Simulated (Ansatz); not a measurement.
# C2H4ClSi (SMILES C=C[SiH]Cl): methods side by side

C2H4ClSi: 8 atoms, total charge 0, spin state doublet. As SMILES, `C=C[SiH]Cl`. The shape was relaxed beforehand at B3LYP/def2-SVP.

Quantity: the adiabatic electron affinity (to the singlet anion, shapes relaxed at B3LYP/def2-SVP, no zero-point term), in eV. The values are calculated.

The electron affinity is E(neutral) − E(anion): positive where the electron is bound.

| level | kind | program | value (eV) | less CCSD(T)/def2-SVP |
| --- | --- | --- | --- | --- |
| UHF/def2-SVP | Hartree–Fock | Ansatz | 0.41 | -0.75 |
| UBLYP/def2-SVP | GGA | Ansatz | 1.29 | +0.13 |
| U-r2SCAN/def2-SVP | meta-GGA | Ansatz | 1.35 | +0.19 |
| UB3LYP/def2-SVP | global hybrid | Ansatz | 1.45 | +0.29 |
| UCAM-B3LYP/def2-SVP | range-separated hybrid | Ansatz | 1.41 | +0.25 |
| RPA@PBE/def2-SVP | RPA | Ansatz | 1.34 | +0.18 |
| UMP2/def2-SVP | perturbation theory | Ansatz | 1.25 | +0.09 |
| UCCSD(T)/def2-SVP | coupled cluster or CI | Ansatz | 1.16 | 0.00 |

UCCSD(T)/def2-SVP is the highest level here, not the true value. Sets without diffuse functions describe the anion poorly, and affinities from them come out too low, at high levels too. The values span 0.41 to 1.45 eV. Spin contamination of the reference (⟨S²⟩ at least 0.1 too high) touches UHF/def2-SVP, UMP2/def2-SVP, UCCSD(T)/def2-SVP (up to 0.15 too high).
